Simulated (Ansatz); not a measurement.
Species: sum formula BNH$_{2}$F$_{2}$, charge 0, multiplicity 1. 
Coordinates optimised at B3LYP-D3(BJ)/def2-TZVP (Ansatz, a program for electronic structure):
```
B
F 1 1.3346
F 1 1.3346 2 117.54
N 1 1.3941 2 121.23 3 180.00
H 4 1.0045 1 122.46 2 -180.00
H 4 1.0045 5 115.08 1 -180.00
```

Wanted: vertical ionisation energy (to the doublet state of charge +1; each state is the SCF solution reached for its spin), in eV. Correlated levels leave the core frozen unless marked. UHF or UKS for open shells. Spin-orbit coupling is left out. Non-relativistic. CBS marks a two-point X^-3 extrapolation of the correlation energy; Hartree-Fock from the larger set. [CCSD(T)-MP2]/basis is that difference in the basis named.

| level | program | vertical ionisation energy (eV) |
|---|---|---|
| PBE/def2-TZVPD | Ansatz | 11.33 |
| r2SCAN/def2-TZVPD | Ansatz | ___ |
| BHLYP/def2-TZVPD | Ansatz | 11.35 |
| wB97M-V/def2-TZVPD | Ansatz | ___ |
| B2PLYP/def2-TZVPD | Ansatz | ___ |
| SCS-MP2/aug-cc-pVDZ | Ansatz | 11.43 |
| SCS-MP2/aug-cc-pVTZ | Ansatz | 11.60 |
| CCSD/aug-cc-pVDZ | Ansatz | 11.33 |
| CCSD/aug-cc-pVTZ | Ansatz | 11.46 |
| RI-MP2/CBS(aug-cc-pVTZ,aug-cc-pVQZ)+[CCSD(T)-MP2]/aug-cc-pVTZ | Ansatz | ___ |

### Question
Fill in the missing entries.

### Answer

- r2SCAN/def2-TZVPD, vertical ionisation energy (eV): 11.27
- wB97M-V/def2-TZVPD, vertical ionisation energy (eV): 11.50
- B2PLYP/def2-TZVPD, vertical ionisation energy (eV): 11.47
- RI-MP2/CBS(aug-cc-pVTZ,aug-cc-pVQZ)+[CCSD(T)-MP2]/aug-cc-pVTZ, vertical ionisation energy (eV): 11.64
